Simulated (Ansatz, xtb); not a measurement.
# Ranking isomers of C5H7BO

3 gas-phase structures of C5H7BO, from a drawn sample of its isomers (lower ones may exist). Each was relaxed with GFN2-xTB; where two conformers were screened, the lower at r2SCAN-D4/def2-SVP is listed:

A. `BC1(C#C)COC1`, a singlet
B. `B[C@@H]1OC[C@H]1C#C`, a singlet
C. `B[C@@H]1OC[C@@H]1C#C`, a singlet

Task: Make a reasoned guess at their ranking by r2SCAN-D4/def2-SVP single-point energy.

Result: Calculated order at r2SCAN-D4/def2-SVP: A (0.0), B (3.8), C (5.1) kJ/mol. Less than 1 kcal/mol parts A and B; B and C, so the order within those pairs means little.

Energies above the lowest of each column, in kJ/mol; the last columns are at B3LYP/def2-SVP geometries:

```json
{"structure": "A", "GFN2-xTB": "0.0", "HF/STO-3G": "1.7", "r2SCAN-D4/def2-SVP": "0.0", "B3LYP/def2-SVP": "0.0", "CCSD(T)/def2-SVP + ΔMP2/def2-TZVPP": "0.0"}
{"structure": "B", "GFN2-xTB": "0.7", "HF/STO-3G": "0.0", "r2SCAN-D4/def2-SVP": "3.8", "B3LYP/def2-SVP": "0.7", "CCSD(T)/def2-SVP + ΔMP2/def2-TZVPP": "3.9"}
{"structure": "C", "GFN2-xTB": "3.6", "HF/STO-3G": "0.3", "r2SCAN-D4/def2-SVP": "5.1", "B3LYP/def2-SVP": "3.7", "CCSD(T)/def2-SVP + ΔMP2/def2-TZVPP": "7.1"}
```

CCSD(T)/def2-SVP + ΔMP2/def2-TZVPP has A and B within 1 kcal/mol of each other at the bottom, and every level picks one of them. Flexible structures stand in one conformer each, not always the lowest. ΔMP2 is the change of the MP2 energy from the smaller to the larger basis.

Programs: Ansatz 0.2.0, xtb 6.7.1.
